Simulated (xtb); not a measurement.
O₂Si, charge -1, doublet, at a GFN2-xTB geometry (a state made from the parent by changing its charge; the spin is typed, not shown lowest); GFN2-xTB in xtb 6.7.1.

The xtb input:
```
$ xtb mol.xyz --gfn 2 --chrg -1 --uhf 1 --json

# file mol.xyz
3

O     -1.38660487     0.36377234    -0.18425808
Si    -0.02557603    -0.27268081     0.19968976
O      1.43136292     0.11341908    -0.16519900
```

What the program printed (banner, timings and long lists left out):

```
   ID    Z sym.   atoms
    1    8 O      1, 3
    2   14 Si     2

           -------------------------------------------------
          |                Calculation Setup                |
           -------------------------------------------------

           -------------------------------------------------
          |                 G F N 2 - x T B                 |
           -------------------------------------------------

          ...................................................
          :                      SETUP                      :
          :.................................................:
          :  # basis functions                  18          :
          :  # atomic orbitals                  17          :
          :  # shells                            7          :
          :  # electrons                        17          :
          :  max. iterations                   250          :
          :  Hamiltonian                  GFN2-xTB          :
          :  restarted?                      false          :
          :  GBSA solvation                  false          :
          :  PC potential                    false          :
          :  electronic temp.          300.0000000     K    :
          :  accuracy                    1.0000000          :
          :  -> integral cutoff          0.2500000E+02      :
          :  -> integral neglect         0.1000000E-07      :
          :  -> SCF convergence          0.1000000E-05 Eh   :
          :  -> wf. convergence          0.1000000E-03 e    :
          :  Broyden damping             0.4000000          :
          :  net charge                         -1          :
          :  unpaired electrons                  1          :
          ...................................................

 iter      E             dE          RMSdq      gap      omega  full diag
   1    -10.1419280 -0.101419E+02  0.168E+01    2.23       0.0  T
   2    -10.1444733 -0.254530E-02  0.105E+01    2.25       1.0  T
   3    -10.1410781  0.339525E-02  0.261E+00    2.15       1.0  T
   4    -10.1392400  0.183803E-02  0.290E+00    2.14       1.0  T
   5    -10.1464381 -0.719802E-02  0.416E-01    2.30       1.0  T
   6    -10.1467384 -0.300303E-03  0.926E-02    2.29       1.0  T
   7    -10.1466561  0.822183E-04  0.194E-01    2.28       1.0  T
   8    -10.1467388 -0.826420E-04  0.114E-02    2.29       5.1  T
   9    -10.1467390 -0.221732E-06  0.442E-03    2.29      13.1  T
[...]
         :: total energy             -10.096075941025 Eh    ::
[...]
        12                          0.2489577               6.7745
        13                          0.2560578               6.9677
        14                          0.3152449               8.5783
        15                          0.3952967              10.7566
        16                          1.1095899              30.1935
        17                          1.1623705              31.6297
      -------------------------------------------------------------
                  HL-Gap            0.0842473 Eh            2.2925 eV
             Fermi-level           -0.0348999 Eh           -0.9497 eV

     #   Z          covCN         q      C6AA      α(0)
     1   8 O        0.771    -0.641    27.188     6.989
     2  14 Si       1.542     0.281   193.962    29.673
     3   8 O        0.771    -0.641    27.188     6.989

 Mol. C6AA /au·bohr⁶  :        564.147455
 Mol. C8AA /au·bohr⁸  :      26000.653477
 Mol. α(0) /au        :         43.650439

Wiberg/Mayer (AO) data.
largest (>0.10) Wiberg bond orders for each atom

 ---------------------------------------------------------------------------
     #   Z sym  total        # sym  WBO       # sym  WBO       # sym  WBO
 ---------------------------------------------------------------------------
     1   8 O    1.972 --     2 Si   1.871     3 O    0.101
     2  14 Si   3.741 --     3 O    1.871     1 O    1.871
     3   8 O    1.972 --     2 Si   1.871     1 O    0.101
 ---------------------------------------------------------------------------

Topologies differ in total number of bonds
Writing topology from bond orders to xtbtopo.mol

molecular dipole:
                 x           y           z       tot (Debye)
 q only:       -0.068      -0.722       0.529
   full:       -0.058      -0.617       0.452       1.950
molecular quadrupole (traceless):
                xx          xy          yy          xz          yz          zz
 q only:       -8.905       1.184       4.334      -0.073       0.212       4.570
  q+dip:       -9.237       1.224       4.458      -0.065       0.341       4.780
   full:      -11.485       1.475       5.117       0.034       1.751       6.368

           -------------------------------------------------
          | TOTAL ENERGY              -10.096075941025 Eh   |
          | GRADIENT NORM               0.000004878745 Eh/α |
          | HOMO-LUMO GAP               2.292486901685 eV   |
           -------------------------------------------------

normal termination of xtb
```
